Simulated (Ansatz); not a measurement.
**Which isomer of CH5FNSi gives these data?**

These gas-phase data were calculated for one isomer of CH5FNSi at BLYP-D3(BJ)/def2-SVP (harmonic, unscaled wavenumbers; equilibrium rotational constants with average atomic masses):

| Item | Value |
| --- | --- |
| rotational constants | 6.408, 5.937, 3.537 GHz |
| all wavenumbers above 1500 cm⁻¹ | 3543, 3455, 3148, 3049, 2176, 1503 |

Candidates:

(1) `[CH2][Si@H](N)F`, a doublet
(2) `CN[SiH]F`, a doublet
(3) `C[Si](N)F`, a doublet

Assign the data to one candidate and say why.

Candidate (1). The band at 2176 cm⁻¹ lies where the Si–H stretch is expected; (3) has no mode between 2000 and 2380 cm⁻¹. 2 modes lie between 3250 and 3800 cm⁻¹, one for each N–H bond, while (2) has 1.

The same quantities for all candidates:

```
     rotational constants (GHz)         wavenumbers above 1500 cm⁻¹  E above the lowest, BLYP-D3(BJ)/def2-SVP (kcal/mol)
(1)         6.408, 5.937, 3.537  3543, 3455, 3148, 3049, 2176, 1503                                                 10.1
(2)         19.63, 2.981, 2.723        3458, 3024, 2965, 2910, 2014                                                 15.5
(3)         6.435, 5.821, 3.457  3514, 3426, 3056, 3039, 2949, 1502                                                  0.0
```

Harmonic stretches to hydrogen usually lie a few per cent above observed fundamentals. Each candidate is one conformer. Open shells are spin-unrestricted. Programs: Ansatz 0.2.0.
